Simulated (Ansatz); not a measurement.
Stepwise reaction of `[OH][Ga]([Br])[Br]` with water, as a gas-phase model of exchange steps in deposition or etching. ΔE in kJ/mol; ΔG adds harmonic PBE0-D4 terms to CCSD(T)/CBS, at 1 bar.

Computed with Ansatz on PBE0-D4/def2-TZVP structures; ΔE is electronic, products minus reactants. CCSD(T)/CBS adds triple-zeta CCSD(T) − MP2 to the extrapolated MP2 energy (def2 sets, frozen cores). This one scheme is used for every species. DFT in def2-TZVPP. B3LYP here is the variant with VWN-RPA as its local correlation; programs differ in this. For Br, Ga outer-core shells are correlated without core-valence functions, which leaves a few kJ/mol of doubt a bond. Scalar relativity is left out up to krypton. Each species was taken in one conformer, which may not be the lowest.

```tsv
step	reaction	PBE-D4	B3LYP-D4	ωB97M-V	CCSD(T)/CBS	ΔG(600 K)
1	`[OH][Ga]([Br])[Br]` + H₂O → `[OH][Ga]([OH])[Br]` + HBr	68.9	68.7	68.5	69.8	65.0
2	`[OH][Ga]([OH])[Br]` + H₂O → `[OH][Ga]([OH])[OH]` + HBr	71.8	70.5	71.1	71.5	71.8
```

(1) By hand: ΔE of the 2 steps together at CCSD(T)/CBS.

Answers

(1) (69.8) + (71.5) = 141.3 kJ/mol, or 70.7 kJ/mol a step.

In ΔE the steps differ by no more than 1.7 kJ/mol. All are uphill at CCSD(T)/CBS. ΔG lies between 65.0 and 71.8 kJ/mol a step. PBE-D4 differs from CCSD(T)/CBS by -0.9 to 0.3 kJ/mol a step. Isolated molecules leave out the surface, adducts and barriers. Largest T1 diagnostic: 0.014.
